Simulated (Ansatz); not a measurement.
Cost and result for the atomization energy of CH7BSSi2 (12 atoms, 13 bonds).

Z-matrix (Å, degrees):
```
Si
C 1 1.884
Si 1 2.717 2 43.5
B 1 1.949 2 114.1 3 49.2
S 1 2.280 2 93.9 3 -6.7
H 1 1.486 2 115.3 3 -122.1
H 2 1.091 1 114.3 3 114.2
H 2 1.090 1 113.0 3 -119.2
H 3 1.482 1 122.0 2 94.9
H 3 1.483 1 127.4 2 -85.6
H 4 1.198 1 118.3 2 25.2
H 4 1.196 1 117.1 2 -175.9
```

Charge 0, multiplicity 1. The bonds changed during the relaxation, so this is another structure than the one it started from. The structure was optimised at the PBE0-D4/def2-TZVP level. Program: Ansatz. All runs use 4 threads of an Arm Neoverse V1 on a shared host. Times are those of one run each, without the atoms' runs, and a repeat can differ threefold. Electronic energies, without spin–orbit coupling; frozen cores. CCSD(T)/CBS adds CCSD(T) − MP2 in def2-TZVPP to the MP2 limit, and its time is that of the two runs behind it. T1 = 0.013. B3LYP takes the VWN-RPA correlation (the form of Gaussian; ORCA's B3LYP/G).

CCSD(T)/CBS is a level of theory with its own doubt, some kJ/mol a heavy atom from the limit and from the frozen cores, so smaller differences don't rank the functionals.

| level | functions | wall time |
| --- | --- | --- |
| PBE-D4/def2-TZVPP (with forces) | 286 | 3.5 s |
| PBE0-D4/def2-TZVPP | 286 | 4.4 s |
| r2SCAN-D4/def2-TZVPP (with forces) | 286 | 7 s |
| B3LYP-D4/def2-TZVPP (with forces) | 286 | 7 s |
| B2PLYP/def2-TZVPP | 286 | 7.5 s |
| ωB97X-V/def2-TZVPP | 286 | 11 s |
| ωB97M-V/def2-TZVPP (with forces) | 286 | 16 s |
| MP2/def2-QZVPP | 534 | 32 s |
| CCSD(T)/def2-TZVPP | 286 | 2.8 min |
| CCSD(T)/CBS(def2) | – | 3.3 min |

Problem. What atomization energy does each give, and how far from CCSD(T)/CBS? (Estimate.)

Solution. Ansatz gave: 
| level | atomization (kJ/mol) | difference from CCSD(T)/CBS | per bond |
| --- | --- | --- | --- |
| PBE-D4/def2-TZVPP (with forces) | 4162.6 | 56.1 | 4.3 |
| PBE0-D4/def2-TZVPP | 4134.3 | 27.8 | 2.1 |
| r2SCAN-D4/def2-TZVPP (with forces) | 4150.4 | 43.9 | 3.4 |
| B3LYP-D4/def2-TZVPP (with forces) | 4098.8 | -7.7 | -0.6 |
| B2PLYP/def2-TZVPP | 4046.2 | -60.3 | -4.6 |
| ωB97X-V/def2-TZVPP | 4145.0 | 38.5 | 3.0 |
| ωB97M-V/def2-TZVPP (with forces) | 4138.2 | 31.7 | 2.4 |
| MP2/def2-QZVPP | 4110.1 | 3.6 | 0.3 |
| CCSD(T)/def2-TZVPP | 3998.1 | -108.4 | -8.3 |
| CCSD(T)/CBS(def2) | 4106.5 | 0.0 | 0.0 |

In def2-TZVPP, CCSD(T) changes the Hartree–Fock value by +924.4 kJ/mol (the triples alone add +63.0 kJ/mol) and MP2 by +972.6 kJ/mol; breaking electron pairs costs correlation energy, which Hartree–Fock lacks. The D4 term adds +61.0 kJ/mol with B3LYP and +31.6 kJ/mol with PBE0; it sums over pairs of atoms, weighted by their polarisabilities, and B3LYP, whose exchange is more repulsive, gets the larger term. From PBE to PBE0 (25 % exact exchange), in def2-TZVPP and without D4, the atomization energy moves by −22.7 kJ/mol: exact exchange takes away binding that semilocal exchange gives to molecules.
